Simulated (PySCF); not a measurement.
C₃H₉BO₃, singlet, geometry from GFN2-xTB; B3LYP/STO-3G (PySCF).

The PySCF input:
```python
from pyscf import gto, scf, dft

mol = gto.Mole()
mol.atom = '''
    B    -0.00227492   -0.00958623    0.00215028
    O     0.84032955    0.90906200    0.55714382
    C     0.78727063    2.26912165    0.18676269
    H    -0.14876939    2.72141152    0.52248313
    H     1.63093697    2.76393147    0.66838089
    H     0.85704070    2.38012666   -0.89715821
    O     0.07925083   -1.31832532    0.38407448
    C     1.01318219   -1.73635226    1.35509872
    H     0.76270884   -1.31788518    2.33262732
    H     0.96568486   -2.82484417    1.39499728
    H     2.02158757   -1.41486489    1.08753294
    O    -0.91074400    0.38583612   -0.93020591
    C    -1.80540290   -0.51232238   -1.55099325
    H    -1.69823125   -1.51781701   -1.14459220
    H    -2.82310458   -0.15245611   -1.38495399
    H    -1.59746993   -0.52493561   -2.62337675
'''
mol.basis = 'sto-3g'
mol.verbose = 4
mol.build()

mf = dft.RKS(mol)
mf.xc = 'b3lyp'
mf.kernel()
mf.analyze()
```

It wrote (shortened):

```
PySCF version 2.14.0

[INPUT] verbose = 4
[INPUT] num. atoms = 16
[INPUT] num. electrons = 56
[INPUT] charge = 0
[INPUT] spin (= nelec alpha-beta = 2S) = 0
[INPUT] symmetry False subgroup None
[INPUT] Mole.unit = angstrom
[INPUT] Symbol           X                Y                Z      unit          X                Y                Z       unit  Magmom
[INPUT]  1 B     -0.002274920000  -0.009586230000   0.002150280000 AA   -0.004298975755  -0.018115349267   0.004063440291 Bohr   0.0
[INPUT]  2 O      0.840329550000   0.909062000000   0.557143820000 AA    1.587992703879   1.717878210249   1.052849231794 Bohr   0.0
[INPUT]  3 C      0.787270630000   2.269121650000   0.186762690000 AA    1.487725876614   4.288018461821   0.352930334387 Bohr   0.0
[INPUT]  4 H     -0.148769390000   2.721411520000   0.522483130000 AA   -0.281133402819   5.142722445036   0.987350020406 Bohr   0.0
[INPUT]  5 H      1.630936970000   2.763931470000   0.668380890000 AA    3.082024199728   5.223073505367   1.263056828993 Bohr   0.0
[INPUT]  6 H      0.857040700000   2.380126660000  -0.897158210000 AA    1.619572200606   4.497787529176  -1.695383307305 Bohr   0.0
[INPUT]  7 O      0.079250830000  -1.318325320000   0.384074480000 AA    0.149762363844  -2.491273797880   0.725795578635 Bohr   0.0
[INPUT]  8 C      1.013182190000  -1.736352260000   1.355098720000 AA    1.914636853387  -3.281230227170   2.560765452549 Bohr   0.0
[INPUT]  9 H      0.762708840000  -1.317885180000   2.332627320000 AA    1.441310820385  -2.490442053823   4.408026785478 Bohr   0.0
[INPUT] 10 H      0.965684860000  -2.824844170000   1.394997280000 AA    1.824879908039  -5.338181825874   2.636162803713 Bohr   0.0
[INPUT] 11 H      2.021587570000  -1.414864890000   1.087532940000 AA    3.820246844125  -2.673707145363   2.055139408043 Bohr   0.0
[INPUT] 12 O     -0.910744000000   0.385836120000  -0.930205910000 AA   -1.721056729591   0.729124595765  -1.757834409352 Bohr   0.0
[INPUT] 13 C     -1.805402900000  -0.512322380000  -1.550993250000 AA   -3.411717025496  -0.968148985685  -2.930952463549 Bohr   0.0
[INPUT] 14 H     -1.698231250000  -1.517817010000  -1.144592200000 AA   -3.209191958678  -2.868258456106  -2.162965782313 Bohr   0.0
[INPUT] 15 H     -2.823104580000  -0.152456110000  -1.384953990000 AA   -5.334894477205  -0.288100293917  -2.617183736224 Bohr   0.0
[INPUT] 16 H     -1.597469930000  -0.524935610000  -2.623376750000 AA   -3.018780659928  -0.991984535931  -4.957463579052 Bohr   0.0

nuclear repulsion = 317.920905212917
number of shells = 30
number of NR pGTOs = 132
number of NR cGTOs = 44
basis = sto-3g
ecp = {}

******** <class 'pyscf.dft.rks.RKS'> ********
method = RKS
initial guess = minao
damping factor = 0
level_shift factor = 0
DIIS = <class 'pyscf.scf.diis.CDIIS'>
diis_start_cycle = 1
diis_space = 8
diis_damp = 0
SCF conv_tol = 1e-09
SCF conv_tol_grad = None
SCF max_cycles = 50
direct_scf = True
direct_scf_tol = 1e-13
XC library pyscf.dft.libxc version 7.1.2
    S. Lehtola, C. Steigemann, M. J. T. Oliveira, and M. A. L. Marques,  SoftwareX 7, 1–5 (2018)
XC functionals = b3lyp
    P. J. Stephens, F. J. Devlin, C. F. Chabalowski, and M. J. Frisch,  J. Phys. Chem. 98, 11623 (1994)
radial grids:
    Treutler-Ahlrichs [JCP 102, 346 (1995); DOI:10.1063/1.469408] (M4) radial grids

becke partition: Becke, JCP 88, 2547 (1988); DOI:10.1063/1.454033
pruning grids: <function nwchem_prune>
grids dens level: 3
symmetrized grids: False
atomic radii adjust function: <function treutler_atomic_radii_adjust>
small_rho_cutoff = 0
Set gradient conv threshold to 3.16228e-05
Initial guess from minao.
tot grids = 186920
init E= -366.426342502811
  HOMO = -0.351647439367404  LUMO = 0.0501628034041589  gap/eV = 10.93381
cycle= 1 E= -365.35713022442  delta_E= 1.07  |g|= 0.719  |ddm|= 4.91
  HOMO = -0.0260706356442167  LUMO = 0.25977024119686  gap/eV = 7.77813
cycle= 2 E= -365.359863716239  delta_E= -0.00273  |g|= 0.762  |ddm|= 1.87
  HOMO = -0.143747192671897  LUMO = 0.227375610293508  gap/eV = 10.09877
cycle= 3 E= -365.52763571825  delta_E= -0.168  |g|= 0.0208  |ddm|= 0.928
  HOMO = -0.155423854848973  LUMO = 0.212799730540869  gap/eV = 10.01987
cycle= 4 E= -365.527823875404  delta_E= -0.000188  |g|= 0.00681  |ddm|= 0.0539
  HOMO = -0.153212020789551  LUMO = 0.215707064292484  gap/eV = 10.03880
cycle= 5 E= -365.527840409185  delta_E= -1.65e-05  |g|= 0.00214  |ddm|= 0.0123
  HOMO = -0.153317373644712  LUMO = 0.215831251087612  gap/eV = 10.04505
cycle= 6 E= -365.527841747705  delta_E= -1.34e-06  |g|= 0.000373  |ddm|= 0.0032
  HOMO = -0.153302164875126  LUMO = 0.215838646519623  gap/eV = 10.04483
cycle= 7 E= -365.527841787059  delta_E= -3.94e-08  |g|= 9.54e-05  |ddm|= 0.000571
  HOMO = -0.153305556383856  LUMO = 0.215826215233442  gap/eV = 10.04459
cycle= 8 E= -365.527841789985  delta_E= -2.93e-09  |g|= 7.76e-06  |ddm|= 0.000134
  HOMO = -0.153305413008866  LUMO = 0.215827462191181  gap/eV = 10.04462
cycle= 9 E= -365.527841790003  delta_E= -1.83e-11  |g|= 3.12e-06  |ddm|= 1.36e-05
  HOMO = -0.153304749180118  LUMO = 0.21582749728245  gap/eV = 10.04460
Extra cycle  E= -365.527841789999  delta_E= 4.09e-12  |g|= 4.28e-06  |ddm|= 9.49e-06
converged SCF energy = -365.527841789999
**** SCF Summaries ****
Total Energy =                        -365.527841789999286
Nuclear Repulsion Energy =             317.920905212916693
One-electron Energy =                -1131.888667203387058
Two-electron Energy =                  448.439920200471136
Two-electron Coulomb Energy =          498.175137873530105
DFT Exchange-Correlation Energy =      -49.735217673058955
HOMO-LUMO gap [eV] =                    10.044600050922721
**** MO energy ****
MO #1   energy= -18.884949213807   occ= 2
MO #2   energy= -18.8825453853474  occ= 2
MO #3   energy= -18.8821718669274  occ= 2
MO #4   energy= -10.0594377453099  occ= 2
MO #5   energy= -10.0591669470015  occ= 2
MO #6   energy= -10.0586350169231  occ= 2
MO #7   energy= -6.57738598311585  occ= 2
MO #8   energy= -0.9837142902765   occ= 2
MO #9   energy= -0.942474983825386 occ= 2
MO #10  energy= -0.94114269354201  occ= 2
MO #11  energy= -0.654100668796814 occ= 2
MO #12  energy= -0.642658690260619 occ= 2
MO #13  energy= -0.64155565013368  occ= 2
MO #14  energy= -0.464998785724554 occ= 2
MO #15  energy= -0.438269200419345 occ= 2
MO #16  energy= -0.437238234467627 occ= 2
MO #17  energy= -0.417399001317891 occ= 2
MO #18  energy= -0.403287892232507 occ= 2
MO #19  energy= -0.401050023169119 occ= 2
MO #20  energy= -0.38124452013537  occ= 2
MO #21  energy= -0.377794355709287 occ= 2
MO #22  energy= -0.375221763445636 occ= 2
MO #23  energy= -0.263303961428581 occ= 2
MO #24  energy= -0.208047760256912 occ= 2
MO #25  energy= -0.20018144708404  occ= 2
MO #26  energy= -0.195670710219921 occ= 2
MO #27  energy= -0.15489119683477  occ= 2
MO #28  energy= -0.153304749180118 occ= 2
MO #29  energy= 0.21582749728245   occ= 0
MO #30  energy= 0.305949051539806  occ= 0
MO #31  energy= 0.336957000254266  occ= 0
MO #32  energy= 0.338381197706444  occ= 0
MO #33  energy= 0.436692489027226  occ= 0
MO #34  energy= 0.447246459676797  occ= 0
MO #35  energy= 0.447674711967852  occ= 0
MO #36  energy= 0.448265099302223  occ= 0
 ** Mulliken pop on meta-lowdin orthogonal AOs  **
 ** Mulliken pop  **
 ** Mulliken atomic charges  **
charge of    0B =      0.10059
charge of    1O =     -0.13761
charge of    2C =     -0.04004
charge of    3H =      0.04581
charge of    4H =      0.04873
charge of    5H =      0.04748
charge of    6O =     -0.13894
charge of    7C =     -0.03918
charge of    8H =      0.04604
charge of    9H =      0.04881
charge of   10H =      0.04793
charge of   11O =     -0.13457
charge of   12C =     -0.04290
charge of   13H =      0.05438
charge of   14H =      0.04694
charge of   15H =      0.04652
Dipole moment(X, Y, Z, Debye): -0.04305, -0.00892, -0.04378
```
